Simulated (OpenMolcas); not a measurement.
Ru5+ among 6 point charges of -1.7 e arranged as a trigonal prism (D3h), with a polar angle of 52.5° against the regular 49.1°.

```json
{
  "Program": "OpenMolcas 26.06",
  "Method": "SS-CASPT2, IPEA 0.25 Eh, imaginary shift 0.1 Eh (closed shells correlated: 4s 4p)",
  "Basis": "ANO-RCC-VDZP [6s5p3d1f]",
  "Scalar Hamiltonian": "DKH2, point nucleus",
  "Active space": "3 electrons in 5 orbitals (4d)",
  "State averaging": "2S+1 = 4 even, 10 roots; 2S+1 = 2 even, 40 roots",
  "Spin-orbit coupling": "RASSI with atomic mean-field integrals over the reference wave functions"
}
```

All point charges move together. At R = 2.15 Å the first state of the same spin is 1500 cm-1, and at R = 2.26 Å it is 1110 cm-1.

Problem. A third run gives 2570 cm-1. What distance was it run at?

Solution. With a power law R^-n the two known points give n = -ln(1110 / 1500) / ln(2.26 / 2.15) = 6.03. Then R = 2.15 × (1500 / 2570)^(1/6.03) = 1.966 Å. The run was at 1.96 Å, so the estimate is off by +0.006 Å.

Roots that are degenerate in the reference are averaged as groups; the widest CASPT2 spread within a group is 180 cm-1 (the 2-fold group of multiplicity 4 near 4550 cm-1 above the lowest state of its run, R = 2.15). Shifts and gaps below about the spread of the groups concerned are not significant. Free-ion shares, where given, are those of the reference states; single-state CASPT2 does not remix them. Spin-orbit coupling mixes the spin-free states strongly: the lowest level takes only 68 % from its leading state, 4A2 (figures for R = 1.96; the like holds for R = 2.15, R = 2.26). The ground term spreads over less than 5000 cm-1, several times less than with real ligands, so orbital moments are less quenched and χT lies further from the spin-only value than at real sites (holds for R = 2.15; R = 2.26). This is an electrostatic model: the charges have no orbitals. No measured value stands beside these numbers.
